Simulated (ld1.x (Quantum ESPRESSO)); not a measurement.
Te (Z = 52): variants of one TM potential

Base potential:

tellurium, norm-conserving Troullier–Martins (Kleinman–Bylander form), made with ld1.x (Quantum ESPRESSO) 7.5 (PBEsol, fully relativistic). Core [Kr] 4d10, reference 5s2 5p3 (charge +1). Waves: 5p (bound): rc 2.10 bohr; 5s (bound): rc 1.50 bohr. Local part: the s channel. Core correction: Bessel-smoothed model core inside 1.55 bohr.

Open shells are filled in proportion to 2j + 1 (rel_dist='average').

All-electron outer shells of the reference configuration (PBEsol, scalar-relativistic, ld1.x):

```
shell  level (eV)  outermost node (bohr)  outermost maximum (bohr)
   5s      -23.51                   0.91                      1.77
   5p      -13.72                   1.00                      2.11
```

Cutoffs, loose and tight: the cutoffs (Ry, on a coarse ladder) from which the occupation-weighted sum of valence levels, in a spherical-Bessel basis at the reference potential, stays within 10 and 1 mRy of its value at 400 Ry. They do not see the model core or the augmentation charge, which bear on the density cutoff. Test errors are all-electron minus pseudo excitation energies from the reference, over the configurations 5s2 5p4; 5s2 5p2; 5s2 5p1; 5s1 5p4; 5s0 5p6; 5s2 5p4.3; 5s1 5p5. A dash means not determined; rows that change the core or the reference have their own tests.

A true bound ghost makes a file unfit for plane-wave use even where its test errors are small: the radial tests pick states by their node count and pass the ghost by.

```csv
change,outcome,"cutoff, loose","cutoff, tight",bound ghosts,largest test error (meV)
base,generated,55 Ry,110 Ry,d,-54
wave 5p (bound): rc 2.10 bohr becomes 5p (bound): rc 1.58 bohr,generated,60 Ry,160 Ry,"p3/2, p1/2, d",-48
wave 5p (bound): rc 2.10 bohr becomes 5p (bound): rc 1.90 bohr,generated,55 Ry,110 Ry,d,-49
wave 5p (bound): rc 2.10 bohr becomes 5p (bound): rc 2.20 bohr,generated,55 Ry,110 Ry,d,-52
wave 5p (bound): rc 2.10 bohr becomes 5p (bound): rc 2.38 bohr,generated,55 Ry,110 Ry,d,-45
wave 5p (bound): rc 2.10 bohr becomes 5p (bound): rc 2.50 bohr,generated,55 Ry,110 Ry,d,-49
wave 5p (bound): rc 2.10 bohr becomes 5p (bound): rc 2.96 bohr,generated,55 Ry,110 Ry,"p1/2, d",-82
wave 5p (bound): rc 2.10 bohr becomes 5p (bound): rc 3.16 bohr,generated,55 Ry,110 Ry,"p1/2, d",-109
```

(1) What comes out with this change to the base: wave 5p (bound): rc 2.10 bohr becomes 5p (bound): rc 1.70 bohr?

(2) What comes out with this change to the base: wave 5p (bound): rc 2.10 bohr becomes 5p (bound): rc 2.70 bohr?

(3) What comes out with this change to the base: wave 5p (bound): rc 2.10 bohr becomes 5p (bound): rc 1.40 bohr?

Results:

(1) outcome: generated; cutoff, loose: 60 Ry; cutoff, tight: 110 Ry; bound ghosts: d; largest test error (meV): -43.

(2) outcome: generated; cutoff, loose: 55 Ry; cutoff, tight: 110 Ry; bound ghosts: d; largest test error (meV): -62.

(3) outcome: generated; cutoff, loose: 140 Ry; cutoff, tight: 200 Ry; bound ghosts: p3/2, p1/2, d; largest test error (meV): -76.

Reading the sweep of the p radius (base included, trends over the rows without a ghost): Bound ghosts are found at 1.4, 1.58, 1.7, 1.9, 2.1, 2.2, 2.38, 2.5, 2.7, 2.96, 3.16 bohr. Every judged row has one, so this setting neither creates nor removes them.
